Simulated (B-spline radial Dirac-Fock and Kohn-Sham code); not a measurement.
**Atomic SCF run for Pt²⁺**

ΔSCF core binding energies without Breit or QED terms, calculated with a radial finite-basis atomic code. Keys: rel is the Hamiltonian (dirac, or spin-free x2c and nr, where L3 and M5 stand for the whole 2p and 3d shells), method is hf or an exchange,correlation pair (spin-unpolarised, also for the hole states), nuc the nuclear model, radius_factor scales its radius, rmax is the box in bohr, h the logarithmic mesh step, order the B-spline order, points the quadrature points per cell, c_factor scales the speed of light, and damp, ndamp, maxit and tol steer the iteration. The run stops when the commutator error falls below 10·tol·max(1, Z/10), or the numerical noise floor, and the energy has settled to about 1e-8 Ha; the virial ratio is −V/T.

Input (task.json):

```json
{"items": [{"Z": 78, "q": 2, "cfg": [[1, 0, 2], [2, 0, 2], [2, 1, 6], [3, 0, 2], [3, 1, 6], [3, 2, 10], [4, 0, 2], [4, 1, 6], [4, 2, 10], [4, 3, 14], [5, 0, 2], [5, 1, 6], [5, 2, 8]], "A": 195, "rrms": 5.427, "do": "settings", "holes": ["K", "L3", "M5"],
  "settings": [{"rel": "dirac", "method": "hf", "nuc": "fermi", "radius_factor": 1.0, "rmax": 45.0, "h": 0.3, "order": 8, "points": 10, "c_factor": 1.0, "maxit": 60, "damp": 0.5, "ndamp": 3, "tol": 1e-08}]}]}
```

Command: `python xray2_run.py task.json out`

Ground-state iterations:

```
iter   energy (Ha)        error
   1   -18432.91523369  2.23e+00
   2   -18433.77983915  1.53e-01
   3   -18433.94027255  2.21e-02
   4   -18433.94249379  1.12e-02
   5   -18433.94327422  1.42e-03
   6   -18433.94330461  4.96e-04
   7   -18433.94330662  4.32e-05
   8   -18433.94330668  1.19e-05
   9   -18433.94330668  4.11e-06
  10   -18433.94330668  4.30e-07
```

The ground state converged in 10 iterations, with total energy -18433.94331 Ha, virial ratio 1.87485 and highest orbital energy -31.13 eV. ΔSCF binding energies: K (1s) 78838.1 eV, L3 (2p3/2) 11627.7 eV. Holes are computed only in closed shells, and unreliable hole states are left out.
